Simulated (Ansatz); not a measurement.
Relaxation of the cluster Pt₄H₇ with UKS r2SCAN-D4/def2-SVP.

```sh
$ ansatz run in.yaml --threads 4 --pin off --events-out ev --progress --plain --max-ram 4787MiB
```

```yaml
crystal:
  periodic: [false, false, false]
  atoms:
    - {symbol: Pt, position_ang: [-0.957480, -1.257020, 0.648690]}
    - {symbol: Pt, position_ang: [-0.620710, 1.371510, 0.106220]}
    - {symbol: Pt, position_ang: [1.183740, -0.099120, 0.800430]}
    - {symbol: Pt, position_ang: [0.090260, -0.412480, -1.379140]}
    - {symbol: H, position_ang: [-2.038620, -2.203460, 1.293650]}
    - {symbol: H, position_ang: [2.788970, -0.477450, 1.521880]}
    - {symbol: H, position_ang: [0.539000, -1.176450, -2.943630]}
    - {symbol: H, position_ang: [-1.314660, 2.985360, 0.271660]}
    - {symbol: H, position_ang: [2.380970, -0.259850, 2.130310]}
    - {symbol: H, position_ang: [-0.201020, -1.014340, -3.043980]}
    - {symbol: H, position_ang: [-1.850450, 2.543290, 0.593900]}
basis:
  gaussian: {orbitals: def2-SVP}
magnetization: {spin_polarized: true, initial_magnetization: 1}
hamiltonian: {xc: r2scan, dispersion: d4}
scf: {lower_state_search: "off"}
output: {orbitals: {seedname: orbitals}}
relax: {f_tol: 0.02, max_steps: 100}
```

Hardware: 4 threads of Arm Neoverse V1 on a shared host. Wall time 7.6 min.

Positions (Å) and forces (eV/Å) at steps 1, 2, 3, 4, 5, 6, 7, 8, 9, 10, 11, 12, 13, 14, 15, 16, 17, 18, 19, 20, 21, 22, 23, 24, 25, 26 of 39:

```xyz
11
step=1 energy=-13108.0996 eV
Pt   -0.957   -1.257    0.649   -1.969   -1.141    1.381
Pt   -0.621    1.372    0.106   -1.956    2.536    0.516
Pt    1.184   -0.099    0.800    4.329    0.063    2.605
Pt    0.090   -0.412   -1.379    0.327   -0.912   -4.843
H    -2.039   -2.203    1.294   -0.564   -0.374    0.192
H     2.789   -0.477    1.522    1.123   -0.688   -1.620
H     0.539   -1.176   -2.944    2.114   -0.581    0.143
H    -1.315    2.985    0.272    1.370    1.429   -0.895
H     2.381   -0.260    2.130   -0.998    0.525    1.827
H    -0.201   -1.014   -3.044   -2.065    0.324   -0.373
H    -1.850    2.543    0.594   -1.712   -1.182    1.066
11
step=2 energy=-13109.3188 eV
Pt   -1.021   -1.245    0.712    0.349    0.898   -0.564
Pt   -0.696    1.466    0.124    0.061   -0.522    0.119
Pt    1.364   -0.060    0.871   -0.142   -0.133    0.296
Pt    0.103   -0.419   -1.562   -0.165   -0.251    0.055
H    -2.160   -2.214    1.314    0.452    0.248   -0.131
H     2.930   -0.538    1.592    0.170   -0.350   -0.765
H     0.583   -1.269   -3.081    0.640   -0.116    0.461
H    -1.412    3.084    0.298    0.384    0.191   -0.245
H     2.499   -0.293    2.252   -0.709    0.329    0.352
H    -0.220   -1.104   -3.189   -0.730    0.274    0.181
H    -1.970    2.592    0.670   -0.310   -0.568    0.242
11
step=3 energy=-13109.6168 eV
Pt   -0.966   -1.079    0.636    0.235    0.216   -0.223
Pt   -0.683    1.479    0.116    0.188    0.017   -0.066
Pt    1.406   -0.010    0.850    0.194   -0.134    0.325
Pt    0.161   -0.362   -1.607   -0.120   -0.266   -0.240
H    -2.042   -2.058    1.272    0.022   -0.012    0.029
H     2.864   -0.692    1.608   -0.068   -0.222   -0.583
H     0.551   -1.392   -3.010    0.428   -0.039    0.422
H    -1.495    3.030    0.349    0.171    0.163   -0.119
H     2.455   -0.281    2.234   -0.430    0.322    0.171
H    -0.235   -1.101   -3.157   -0.425    0.306    0.144
H    -2.016    2.465    0.709   -0.195   -0.351    0.140
11
step=4 energy=-13109.7481 eV
Pt   -0.935   -0.981    0.602   -0.020   -0.270    0.050
Pt   -0.625    1.525    0.085   -0.116    0.257    0.005
Pt    1.436    0.021    0.841    0.414   -0.125    0.280
Pt    0.182   -0.337   -1.634    0.029   -0.095   -0.353
H    -1.990   -1.967    1.264   -0.041   -0.024    0.034
H     2.755   -0.849    1.569   -0.342    0.226   -0.222
H     0.549   -1.480   -2.888    0.059    0.141    0.289
H    -1.568    2.993    0.391   -0.051   -0.108    0.038
H     2.450   -0.218    2.180   -0.088   -0.057   -0.082
H    -0.207   -1.044   -3.138   -0.084    0.047    0.088
H    -2.046    2.336    0.728    0.241    0.009   -0.128
11
step=5 energy=-13109.8115 eV
Pt   -0.916   -0.985    0.589    0.052   -0.090    0.002
Pt   -0.625    1.547    0.082    0.166    0.008   -0.124
Pt    1.449    0.056    0.840   -0.155    0.101    0.140
Pt    0.190   -0.292   -1.652   -0.194    0.023    0.005
H    -1.966   -1.972    1.269    0.043    0.041   -0.030
H     2.696   -0.842    1.446    0.153   -0.170   -0.069
H     0.599   -1.456   -2.782    0.142   -0.075    0.026
H    -1.574    3.000    0.388   -0.036   -0.080    0.039
H     2.387   -0.287    2.173   -0.085    0.065   -0.032
H    -0.216   -1.085   -3.073   -0.040    0.066    0.035
H    -2.025    2.316    0.720   -0.046    0.111    0.008
11
step=6 energy=-13109.8237 eV
Pt   -0.934   -0.962    0.605    0.102    0.034   -0.081
Pt   -0.633    1.591    0.065    0.002   -0.229    0.045
Pt    1.398    0.111    0.892    0.174   -0.134   -0.186
Pt    0.103   -0.252   -1.650    0.300   -0.129   -0.047
H    -1.940   -1.999    1.260   -0.083   -0.029    0.059
H     2.657   -0.895    1.257   -0.179    0.141   -0.062
H     0.726   -1.450   -2.633   -0.111    0.170    0.129
H    -1.593    3.037    0.409   -0.138    0.063    0.067
H     2.395   -0.380    2.091    0.025   -0.012    0.165
H    -0.129   -1.158   -3.014   -0.078   -0.065   -0.087
H    -2.049    2.355    0.717   -0.015    0.189   -0.003
11
step=7 energy=-13109.8410 eV
Pt   -0.911   -0.992    0.591   -0.052    0.011    0.023
Pt   -0.641    1.562    0.072    0.072   -0.058   -0.023
Pt    1.416    0.092    0.861    0.133   -0.035    0.126
Pt    0.143   -0.267   -1.649   -0.017   -0.047   -0.156
H    -1.950   -1.988    1.269    0.013   -0.004   -0.003
H     2.673   -0.871    1.315   -0.045    0.020   -0.047
H     0.692   -1.444   -2.684    0.014    0.003    0.027
H    -1.583    3.036    0.408   -0.071   -0.044    0.044
H     2.374   -0.353    2.125   -0.033    0.027   -0.016
H    -0.167   -1.144   -3.029   -0.003    0.023    0.026
H    -2.047    2.370    0.722   -0.011    0.105   -0.002
11
step=8 energy=-13109.8471 eV
Pt   -0.905   -0.987    0.583   -0.032    0.009    0.015
Pt   -0.640    1.566    0.068    0.079   -0.077   -0.045
Pt    1.419    0.103    0.869    0.049   -0.019    0.060
Pt    0.138   -0.259   -1.663   -0.017   -0.024   -0.045
H    -1.935   -1.990    1.267    0.010   -0.001   -0.005
H     2.652   -0.886    1.280    0.001   -0.003   -0.037
H     0.710   -1.452   -2.652    0.008    0.004    0.001
H    -1.593    3.045    0.419   -0.056   -0.023    0.037
H     2.366   -0.362    2.121   -0.032    0.031   -0.001
H    -0.159   -1.160   -3.022    0.004    0.016    0.017
H    -2.052    2.383    0.729   -0.014    0.086    0.003
11
step=9 energy=-13109.8514 eV
Pt   -0.905   -0.988    0.578    0.003    0.047   -0.015
Pt   -0.643    1.562    0.058    0.010   -0.061   -0.026
Pt    1.414    0.113    0.882    0.045   -0.047    0.019
Pt    0.125   -0.258   -1.677    0.004   -0.005    0.045
H    -1.918   -2.007    1.264   -0.001   -0.009    0.002
H     2.638   -0.892    1.213   -0.025    0.012   -0.030
H     0.750   -1.453   -2.613   -0.025    0.014   -0.013
H    -1.602    3.069    0.441    0.028    0.028   -0.008
H     2.343   -0.379    2.117   -0.035    0.043   -0.002
H    -0.143   -1.193   -3.007    0.019    0.005    0.007
H    -2.058    2.427    0.744   -0.022   -0.027    0.021
11
step=10 energy=-13109.8541 eV
Pt   -0.907   -0.989    0.575    0.017    0.022   -0.018
Pt   -0.643    1.557    0.049   -0.058    0.010   -0.031
Pt    1.413    0.115    0.885    0.053   -0.056    0.022
Pt    0.122   -0.262   -1.684   -0.012    0.078    0.146
H    -1.909   -2.018    1.262   -0.004   -0.002    0.002
H     2.624   -0.895    1.187   -0.010   -0.007   -0.046
H     0.756   -1.456   -2.607    0.026   -0.039   -0.038
H    -1.590    3.076    0.453   -0.026   -0.078    0.037
H     2.322   -0.360    2.127   -0.043    0.053    0.017
H    -0.136   -1.202   -3.004   -0.015   -0.031   -0.059
H    -2.052    2.434    0.757    0.071    0.049   -0.032
11
step=11 energy=-13109.8974 eV
Pt   -0.916   -0.992    0.557    0.059   -0.140   -0.006
Pt   -0.649    1.525    0.000   -0.259    0.267   -0.069
Pt    1.407    0.121    0.897   -0.110    0.067   -0.106
Pt    0.113   -0.285   -1.713   -0.082    0.328    0.412
H    -1.865   -2.071    1.257    0.006    0.058   -0.007
H     2.551   -0.914    1.035    0.212   -0.270   -0.186
H     0.789   -1.475   -2.588    0.135   -0.183   -0.133
H    -1.523    3.095    0.537   -0.001   -0.077    0.048
H     2.193   -0.230    2.196   -0.033    0.106    0.309
H    -0.099   -1.252   -3.004   -0.040   -0.170   -0.220
H    -2.002    2.479    0.827    0.113    0.014   -0.042
11
step=12 energy=-13109.9562 eV
Pt   -0.918   -0.997    0.544    0.087   -0.204    0.010
Pt   -0.659    1.504   -0.039   -0.380    0.447   -0.014
Pt    1.405    0.127    0.910   -0.085   -0.037   -0.220
Pt    0.102   -0.298   -1.733   -0.063    0.263    0.372
H    -1.836   -2.100    1.259    0.021    0.099   -0.021
H     2.503   -0.951    0.866    0.111   -0.126   -0.017
H     0.829   -1.492   -2.574    0.029   -0.127   -0.152
H    -1.469    3.110    0.611    0.011   -0.134    0.047
H     2.069   -0.108    2.283    0.034    0.006    0.215
H    -0.066   -1.303   -3.009    0.077   -0.191   -0.144
H    -1.962    2.509    0.885    0.157    0.004   -0.076
11
step=13 energy=-13109.5508 eV rejected
Pt   -0.909   -1.008    0.575   -0.041    0.212    0.056
Pt   -0.709    1.560   -0.006    0.640   -0.826   -0.534
Pt    1.412    0.088    0.851    2.098   -1.264    1.836
Pt    0.117   -0.267   -1.653    0.010   -0.395   -0.715
H    -1.952   -1.951    1.308   -0.024   -0.091    0.023
H     2.660   -1.026    0.889   -1.406    1.205    0.027
H     0.796   -1.493   -2.724   -0.901    0.459   -0.092
H    -1.490    2.999    0.602    0.952    1.702   -0.375
H     2.077   -0.011    2.417   -0.753    0.122   -1.871
H    -0.080   -1.278   -3.093    0.910    0.009    0.710
H    -1.921    2.387    0.834   -1.487   -1.135    0.935
11
step=14 energy=-13110.0026 eV
Pt   -0.921   -0.995    0.542    0.042   -0.077    0.010
Pt   -0.696    1.516   -0.054   -0.277    0.324   -0.044
Pt    1.400    0.133    0.877    0.035   -0.182   -0.129
Pt    0.094   -0.289   -1.729   -0.064    0.225    0.336
H    -1.856   -2.068    1.269    0.021    0.037   -0.009
H     2.495   -0.960    0.839    0.003   -0.005    0.002
H     0.841   -1.496   -2.610    0.130   -0.092   -0.039
H    -1.449    3.109    0.665    0.089   -0.110    0.002
H     2.034   -0.085    2.274   -0.023    0.061    0.076
H     0.003   -1.371   -3.000   -0.044   -0.110   -0.164
H    -1.944    2.505    0.927    0.087   -0.072   -0.041
11
step=15 energy=-13110.0547 eV
Pt   -0.946   -0.981    0.545   -0.003    0.023   -0.003
Pt   -0.750    1.544   -0.081   -0.123    0.164    0.065
Pt    1.388    0.110    0.817    0.163   -0.124    0.129
Pt    0.077   -0.270   -1.708   -0.063    0.034   -0.002
H    -1.866   -2.053    1.281   -0.017   -0.025    0.030
H     2.489   -0.977    0.839   -0.032   -0.002    0.011
H     0.863   -1.497   -2.639    0.039    0.008    0.018
H    -1.384    3.087    0.721   -0.018   -0.261    0.036
H     1.978   -0.009    2.261   -0.133    0.102   -0.204
H     0.057   -1.421   -3.006    0.028    0.008    0.014
H    -1.906    2.466    0.971    0.160    0.074   -0.095
11
step=16 energy=-13110.0774 eV
Pt   -0.974   -0.968    0.539   -0.055    0.056    0.035
Pt   -0.791    1.563   -0.103    0.068   -0.205   -0.071
Pt    1.383    0.080    0.746   -0.058    0.071   -0.009
Pt    0.037   -0.249   -1.711    0.030    0.005   -0.075
H    -1.863   -2.053    1.300    0.011   -0.008    0.003
H     2.459   -1.017    0.841    0.084   -0.106    0.053
H     0.899   -1.484   -2.636    0.183    0.029    0.119
H    -1.321    3.036    0.794    0.482    0.545   -0.116
H     1.895    0.104    2.216   -0.050    0.049   -0.111
H     0.125   -1.465   -2.997   -0.166    0.004   -0.080
H    -1.848    2.453    1.010   -0.529   -0.440    0.251
11
step=17 energy=-13110.0841 eV
Pt   -1.038   -1.001    0.501   -0.076    0.171    0.194
Pt   -0.816    1.527   -0.093   -0.180    0.033   -0.161
Pt    1.328    0.049    0.640    0.525   -0.177    0.526
Pt    0.031   -0.263   -1.726   -0.240    0.026   -0.440
H    -1.870   -2.026    1.401    0.027   -0.072   -0.078
H     2.412   -1.034    0.905   -0.015    0.029   -0.034
H     0.957   -1.457   -2.631    0.022   -0.023    0.008
H    -1.174    2.968    0.906   -0.006   -0.033    0.042
H     1.818    0.251    2.106   -0.057    0.008   -0.082
H     0.190   -1.453   -3.030    0.032   -0.028   -0.003
H    -1.839    2.438    1.019   -0.031    0.068    0.026
11
step=18 energy=-13110.1128 eV
Pt   -1.044   -0.961    0.518   -0.009   -0.089    0.013
Pt   -0.841    1.556   -0.118   -0.037    0.027   -0.005
Pt    1.339    0.054    0.650    0.228   -0.047    0.193
Pt   -0.015   -0.247   -1.742   -0.004   -0.061   -0.019
H    -1.848   -2.105    1.304    0.042    0.097   -0.039
H     2.434   -1.029    0.875   -0.103    0.069    0.005
H     0.947   -1.485   -2.581    0.044    0.065    0.084
H    -1.160    2.998    0.918   -0.076   -0.165    0.023
H     1.809    0.255    2.123   -0.063   -0.022   -0.160
H     0.202   -1.503   -2.996   -0.096    0.008   -0.053
H    -1.823    2.466    1.050    0.073    0.119   -0.043
11
step=19 energy=-13110.0214 eV rejected
Pt   -0.938   -0.971    0.535    0.396    0.691   -0.389
Pt   -0.856    1.539   -0.137   -0.015   -0.170    0.022
Pt    1.429    0.143    0.590   -0.738   -0.312   -0.284
Pt   -0.008   -0.270   -1.793   -0.132    0.312    0.217
H    -1.767   -2.039    1.321   -0.281   -0.419    0.266
H     2.302   -1.071    0.928    0.371   -0.101   -0.032
H     0.918   -1.507   -2.492   -0.096   -0.101   -0.240
H    -1.094    2.862    1.047   -0.294   -0.117   -0.053
H     1.722    0.242    2.082    0.211    0.180    0.427
H     0.184   -1.453   -3.038    0.214   -0.083    0.104
H    -1.893    2.526    0.957    0.364    0.119   -0.039
11
step=20 energy=-13110.1240 eV
Pt   -1.024   -0.971    0.517    0.029    0.050   -0.023
Pt   -0.849    1.541   -0.120   -0.069    0.024    0.039
Pt    1.356    0.059    0.640   -0.045   -0.027   -0.032
Pt   -0.017   -0.257   -1.757   -0.036    0.045    0.036
H    -1.838   -2.089    1.317    0.003   -0.004    0.007
H     2.421   -1.033    0.901    0.044   -0.024    0.007
H     0.939   -1.478   -2.560   -0.021   -0.017   -0.044
H    -1.112    2.938    0.978   -0.213   -0.185    0.001
H     1.795    0.271    2.107    0.020    0.016    0.060
H     0.193   -1.484   -3.013    0.038   -0.016    0.007
H    -1.865    2.503    0.991    0.249    0.138   -0.058
11
step=21 energy=-13110.1307 eV
Pt   -1.023   -0.979    0.522   -0.007    0.030   -0.046
Pt   -0.858    1.527   -0.125    0.009    0.098    0.135
Pt    1.353    0.046    0.664    0.040    0.038   -0.024
Pt   -0.003   -0.254   -1.745   -0.074   -0.100   -0.090
H    -1.822   -2.107    1.324    0.008   -0.007    0.014
H     2.447   -1.018    0.933   -0.016   -0.012    0.011
H     0.922   -1.474   -2.621    0.003   -0.001   -0.014
H    -1.088    2.886    1.025   -0.049   -0.087   -0.026
H     1.789    0.285    2.131   -0.003   -0.010    0.009
H     0.157   -1.480   -3.023    0.050    0.012    0.046
H    -1.875    2.568    0.916    0.040    0.039   -0.016
11
step=22 energy=-13110.1161 eV rejected
Pt   -1.041   -0.940    0.518   -0.084   -0.012   -0.082
Pt   -0.876    1.560   -0.133   -0.284    0.000   -0.099
Pt    1.340    0.054    0.596   -0.023   -0.035    0.014
Pt   -0.078   -0.242   -1.776    0.299   -0.005    0.164
H    -1.735   -2.095    1.378   -0.019   -0.024    0.027
H     2.339   -1.094    0.862    0.093    0.006   -0.001
H     0.997   -1.390   -2.542   -0.092   -0.026   -0.053
H    -1.076    2.806    1.116   -0.030    0.043    0.030
H     1.766    0.252    2.069    0.050    0.022    0.020
H     0.246   -1.546   -2.948   -0.027   -0.013   -0.060
H    -1.882    2.635    0.861    0.116    0.044    0.040
11
step=23 energy=-13110.1371 eV
Pt   -1.033   -0.968    0.517   -0.030    0.000   -0.032
Pt   -0.873    1.535   -0.126   -0.069    0.068    0.061
Pt    1.348    0.049    0.645    0.008   -0.003    0.004
Pt   -0.026   -0.255   -1.754    0.033   -0.023    0.018
H    -1.787   -2.109    1.348    0.012    0.002    0.007
H     2.417   -1.037    0.923    0.007    0.001   -0.006
H     0.946   -1.448   -2.613    0.018    0.003    0.006
H    -1.072    2.838    1.077   -0.118   -0.071   -0.043
H     1.781    0.277    2.114    0.003    0.005   -0.002
H     0.182   -1.502   -3.005   -0.020   -0.012   -0.018
H    -1.882    2.619    0.876    0.156    0.031    0.005
11
step=24 energy=-13110.1374 eV
Pt   -1.063   -0.972    0.503   -0.103    0.037    0.093
Pt   -0.910    1.546   -0.117    0.043   -0.107   -0.029
Pt    1.330    0.028    0.629    0.031    0.055    0.071
Pt   -0.037   -0.253   -1.739    0.004    0.004   -0.137
H    -1.756   -2.117    1.383    0.038    0.005   -0.025
H     2.406   -1.055    0.878   -0.003   -0.002    0.009
H     0.987   -1.401   -2.608   -0.057   -0.014   -0.026
H    -1.069    2.818    1.098    0.007   -0.006    0.032
H     1.781    0.249    2.095    0.007    0.001   -0.001
H     0.212   -1.530   -2.964    0.042    0.022    0.018
H    -1.880    2.686    0.841   -0.009    0.006   -0.005
11
step=25 energy=-13110.1415 eV
Pt   -1.064   -0.964    0.506   -0.013   -0.008   -0.026
Pt   -0.902    1.542   -0.125    0.014   -0.008   -0.018
Pt    1.329    0.043    0.640   -0.005    0.011    0.010
Pt   -0.037   -0.256   -1.750    0.006   -0.012    0.006
H    -1.741   -2.124    1.376    0.004    0.001    0.015
H     2.396   -1.046    0.903    0.005    0.001    0.002
H     0.972   -1.418   -2.617   -0.033   -0.004   -0.020
H    -1.061    2.790    1.118   -0.027   -0.015   -0.004
H     1.777    0.268    2.106    0.000    0.003    0.001
H     0.200   -1.522   -2.986    0.023    0.016    0.019
H    -1.868    2.688    0.830    0.025    0.016    0.015
11
step=26 energy=-13110.1426 eV
Pt   -1.082   -0.968    0.494    0.039    0.037   -0.071
Pt   -0.907    1.538   -0.133   -0.010    0.017   -0.005
Pt    1.314    0.046    0.645   -0.027   -0.001    0.058
Pt   -0.037   -0.260   -1.756   -0.011   -0.022    0.017
H    -1.692   -2.123    1.414   -0.012   -0.021    0.030
H     2.378   -1.041    0.918    0.034   -0.025   -0.006
H     0.975   -1.410   -2.646   -0.014    0.004    0.006
H    -1.051    2.765    1.131   -0.003   -0.009    0.001
H     1.753    0.260    2.117   -0.013    0.010   -0.043
H     0.200   -1.522   -2.999    0.006    0.017    0.017
H    -1.850    2.716    0.816    0.010   -0.006   -0.005
```

In the def2 sets Pt takes a core potential; there is no spin–orbit coupling. The charge 0 doublet is spin-contaminated (final ⟨S²⟩ up to 1.61, 0.75 for a pure state). In the doublet, H7 and H10 lie 0.85 Å apart, H8 and H11 lie 0.86 Å apart (atoms count from 1), so H2 has formed as a molecule. Another isomer (doublet) lies 1.52 eV lower at PBE0-D4/def2-TZVP; other spin states weren't run for this one.
